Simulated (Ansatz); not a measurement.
Born–Oppenheimer molecular dynamics of ClGaH4O (7 atoms, charge 0, multiplicity 1). It starts at the highest image of a converged band, a first-order saddle point between two minima.

Level of theory: RHF/def2-SVP in Ansatz 0.2.0.

```json
{
 "ensemble": "NVE (velocity Verlet)",
 "time step": "0.5 fs",
 "steps asked": "200",
 "starting velocities drawn for": "100 K",
 "seed": "9545"
}
```

First frame:

```xyz
7
Properties=species:S:1:pos:R:3
Ga 0.032 -0.286 -0.243
Cl 0.025 -0.098 2.465
H 1.429 0.281 -0.618
H -1.397 0.107 -0.733
O 0.102 -1.996 0.535
H -0.575 -2.638 0.379
H 0.075 -1.333 1.771
```

(1) How far do the bonds stretch over the last three quarters of this one trajectory? (Pairs bonded in most of those frames.)

## Answers

(1) 
```tsv
bond	mean (Å)	spread (Å)	shortest	longest
Ga1–H3	1.561	0.003	1.56	1.57
Ga1–H4	1.569	0.012	1.55	1.59
Ga1–O5	1.824	0.033	1.78	1.88
Cl2–H7	1.292	0.019	1.26	1.35
O5–H6	0.945	0.010	0.93	0.96
```

Mean temperature of the second half: 250 K. The conserved energy stayed within 0.046 meV per atom of its start (net change 0.028 meV per atom), so the integration is sound. The kinetic energy rose, since the run started high on the potential surface and went downhill. It ends in pieces (ClH + GaH3O), so much of that is their flight and rotation, not heat. A run of 0.1 ps of so small a system gives no equilibrium averages. The orbitals stay closed-shell, which can raise the energy where a bond breaks towards radicals; this wasn't checked here.

Time of the run: 5.3 min on 1 thread of Arm Neoverse V1, with other jobs on the host, peak memory 0.16 GiB.
